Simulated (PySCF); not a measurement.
BH4NSi, Al2BH4N (calculated)

All values are calculated (PySCF 2.14.0). Calculation on a computer-drawn molecule: optimised geometry and harmonic frequencies of an isolated molecule of the commonest isotopes, restricted reference for singlets and unrestricted otherwise, frozen core in MP2.

Common to all runs: charge 0; multiplicity 1; method HF; basis cc-pV(D+d)Z.

(1) BH4NSi

Start structure:
```xyz
7
BH4NSi
N     -0.1137     0.9403    -0.3096
B      0.8174    -0.0699     0.0199
Si     0.2566    -1.8503     0.5701
H     -1.0317     0.7427    -0.5575
H      0.1814     1.8317    -0.4298
H      1.9750     0.2868     0.2049
H      0.3906    -2.9133    -0.4455
```

* rotational constants: 45.76, 4.455, 4.206 GHz
* total energy: -370.3669 hartree
* convergence status largest gradient component: 3.255e-05 hartree/bohr

Drawn bonds:
```tsv
atom	other atom	order
1	2	1
2	3	1
1	4	1
1	5	1
2	6	1
3	7	1
```

Optimised structure:
```xyz
7
BH4NSi
N     -0.0991     0.9122    -0.3453
B      0.7344    -0.1070     0.1087
Si     0.2046    -1.9831     0.7466
H     -1.0891     0.8284    -0.4440
H      0.2471     1.8082    -0.6218
H      1.9166     0.1484     0.1854
H      0.5611    -2.6392    -0.5771
```

Modes:
```tsv
frequency (cm⁻¹)	reduced mass (dalton)
214.6	3.612
254.7	1.174
424.8	1.133
521.5	4.398
578.6	1.279
760.3	1.193
913.6	1.067
970.2	1.226
1207	1.504
1380	3.882
1762	1.191
2124	1.041
2605	1.09
3808	1.051
3905	1.098
```

(2) Al2BH4N

Start structure:
```xyz
8
Al2BH4N
N     -1.1046     2.8001     4.2603
Al    -0.6902     1.5554     3.2298
B      0.0072     0.0369     2.0275
Al    -1.8380    -0.9574     1.8826
H     -1.9923     3.1006     4.7200
H      1.1303    -0.0509     1.7019
H     -2.4680    -2.1989     1.2306
H     -2.8834    -0.1286     2.6901
```

* rotational constants: 19.13, 1.412, 1.341 GHz
* total energy: -565.2000 hartree
* convergence status largest gradient component: 2.514e-05 hartree/bohr

Drawn bonds:
```tsv
atom	other atom	order
1	2	2
2	3	1
3	4	1
1	5	1
3	6	1
4	7	1
4	8	1
```

Optimised structure:
```xyz
8
Al2BH4N
N     -0.9884     3.2581     4.1439
Al    -0.6735     1.8426     3.4684
B     -0.4417    -0.0634     2.5333
Al    -2.0355    -1.2354     1.7116
H     -1.1382     4.1398     4.5700
H      0.6919    -0.4648     2.4910
H     -2.4543    -1.0436     0.1976
H     -2.7992    -2.2762     2.6270
```

Modes:
```tsv
frequency (cm⁻¹)	reduced mass (dalton)
72.11	5.692
128.1	1.864
177.8	1.735
195.8	8.218
352.3	1.06
422.2	4.301
498.4	1.127
537.6	1.143
616.1	1.317
656.6	3.211
678.5	1.544
815.3	1.114
857.2	1.3
1231	9.458
1981	1.04
1981	1.043
2687	1.089
3996	1.086
```
